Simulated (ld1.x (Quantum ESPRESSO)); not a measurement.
**Configuration tests for chromium (Cr) (RRKJ)**

```
Element                 : Cr
Generator               : ld1.x (Quantum ESPRESSO) 7.5
Type                    : norm-conserving RRKJ (Kleinman–Bylander form)
Functional              : LDA (PZ)
Relativity              : scalar-relativistic
Frozen core             : [Ar]
Valence charge          : 6
Reference configuration : 3d5 4s0.5 4p0 (charge +0.5)
Partial waves           : 4s (bound): rc 2.85 bohr; 4p (bound, empty): rc 2.70 bohr; 4f channel at 0.45 Ry: rc 2.50 bohr; 3d (bound): rc 1.55 bohr
Local potential         : the d channel
Core correction         : Bessel-smoothed model core, default radius (core density twice the valence density)
rho0                    : 0.001
```

Energies are relative to the spin-unpolarised reference configuration 3d5 4s0.5 4p0; without spin polarisation the order of configurations can differ from experiment. Spin-polarised rows fill each open shell by Hund’s rule, majority spin first. Not all tests gave a result: 1 of 9 tests not solved or not reliable. Left out of the table: 3d5.5 4s0.5 4p0 (solver errors, printed error -180 eV).

Task: Give the all-electron excitation energy and the error of the potential for: 3d5 4s1 4p0; 3d5 4s0 4p0; 3d4 4s0 4p0; 3d4 4s1 4p0; 3d4 4s2 4p0; 3d3 4s0 4p0; 3d5 4s0.5 4p0 (spin-polarised); 3d5 4s1 4p0 (spin-polarised).

Result:

```tsv
valence configuration	charge	ΔE all-electron (eV)	error AE − PS (meV)
3d5 4s1 4p0	0	-2.818	-3.1
3d5 4s0 4p0	+1	4.322	-5.5
3d4 4s0 4p0	+2	20.665	-118
3d4 4s1 4p0	+1	5.434	-126
3d4 4s2 4p0	0	-2.876	-173
3d3 4s0 4p0	+3	51.691	-921
3d5 4s0.5 4p0 (spin-polarised)	+0.5	-4.685	+111
3d5 4s1 4p0 (spin-polarised)	0	-7.735	+109
```

Note: ghost states, extra bound levels that the all-electron valence spectrum of the same l lacks: s at -177.8 eV, p at -83.6 eV. A true bound ghost makes a file unfit for plane-wave use.
